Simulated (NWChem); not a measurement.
System: GaO, doublet; SMILES [O]=[Ga]

Here is an NWChem input.

```
start job
memory heap 200 mb stack 900 mb global 1100 mb
geometry units angstroms noautoz
  Ga     0.000000     0.000000    -0.367999
  O      0.000000     0.000000     1.338887
end
basis spherical
  Ga library def2-tzvp
  O library def2-tzvp
end
dft
  odft
  mult 2
  xc b3lyp
  iterations 150
  mulliken
end
task dft energy
```

Coordinates come from a PBE0/def2-SVP, spin-unrestricted optimisation. No stability test was run on the SCF state.

Predict the main results of this run. (B3LYP/def2-TZVP, spin-unrestricted.) Quantities: energy (Ha); highest occupied level (eV); lowest empty minus highest occupied level, either spin (eV); dipole (D); <S²>.


| Quantity | Result |
|---|---|
| energy (Ha) | -2000.11 |
| highest occupied level (eV) | -7.73 |
| lowest empty minus highest occupied level, either spin (eV) | 3.02 |
| dipole (D) | 3.64 |
| <S²> | 0.760 |
